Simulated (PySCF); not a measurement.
A GIAO shielding run with PySCF 2.14 (density fitting, non-relativistic, gas phase) on `InChI=1S/C3ClF5O/c4-1(10)2(5,6)3(7,8)9`:

```
$ OMP_NUM_THREADS=1 python probes_run.py task.json out

{"job": {"kind": "nmr", "xc": "PBE0", "basis": "pcSseg-1"}, "charge": 0, "multiplicity": 1}
O      1.690558    -0.881225     1.282435
C      1.386388    -0.235356     0.341606
Cl     2.308473     1.074866    -0.292255
C      0.070761    -0.449533    -0.455144
F     -0.277923    -1.748720    -0.420881
F      0.200367    -0.106729    -1.749243
C     -1.085092     0.391778     0.171792
F     -1.271701     0.056819     1.444191
F     -2.225717     0.212493    -0.477560
F     -0.787231     1.690261     0.132532
```

Hardware: 1 thread of an x86-64 server CPU, shared host. The job also computes population analyses, field gradients.

Problem. How large is the calculation?

Solution. 88 electrons, 177 basis functions and 944 auxiliary functions.

Problem. How long does it take?

Solution. 57 s of wall time, with 15 SCF cycles and 5 response iterations. Times on a shared host scatter by some tens of per cent.
